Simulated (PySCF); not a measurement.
# InS: frontier orbitals

r²SCAN at R = 2.277 Å; PySCF, spin-free X2C with a Gaussian nucleus, basis sets In x2c-TZVPPall, S x2c-TZVPPall. State: ²Σ⁺ (doublet), unpaired electrons σ ↑. Only the outer orbitals are listed, counted within each symmetry.

```csv
spin,orbital,occ.,ε (eV),on In (%),main shells (%)
α,13σ,1,-16.81,17,"82 S s, 9 In d"
α,14σ,1,-9.76,63,"62 In s, 31 S p"
α,15σ,1,-6.58,53,"47 S p, 28 In p, 25 In s"
α,7π,1,-6.08,14,"85 S p, 13 In p"
α,7π,1,-6.08,14,"85 S p, 13 In p"
α,8π,0,-2.27,88,"85 In p, 11 S p"
α,8π,0,-2.27,88,"85 In p, 11 S p"
α,16σ,0,0.36,92,"69 In p, 15 In d, 8 In s"
β,13σ,1,-16.14,16,83 S s
β,14σ,1,-8.96,67,"66 In s, 26 S p"
β,7π,1,-5.90,15,"84 S p, 13 In p"
β,7π,1,-5.90,15,"84 S p, 13 In p"
β,15σ,0,-4.94,51,"49 S p, 26 In s, 24 In p"
β,8π,0,-1.92,88,"86 In p, 11 S p"
β,8π,0,-1.92,88,"86 In p, 11 S p"
```

Which are the highest filled and the lowest empty level, where do they sit, and how wide is the gap?

Highest filled β 7π at -5.90 eV (in %: 84 S p, 13 In p); lowest empty β 15σ at -4.94 eV (in %: 49 S p, 26 In s, 24 In p); the gap at r²SCAN is 0.96 eV.

```json
{
  "bond order (Mayer)": "1.85",
  "⟨S²⟩": "0.760",
  "charge on In (Mulliken, basis-dependent)": "0.40",
  "charge on In (Löwdin, basis-dependent)": "0.05",
  "dipole moment (positive dipole means In(−)S(+))": "-3.99 D"
}
```

Spin–orbit coupling is left out. The state was picked by a PBE0 search and need not be the measured ground state.
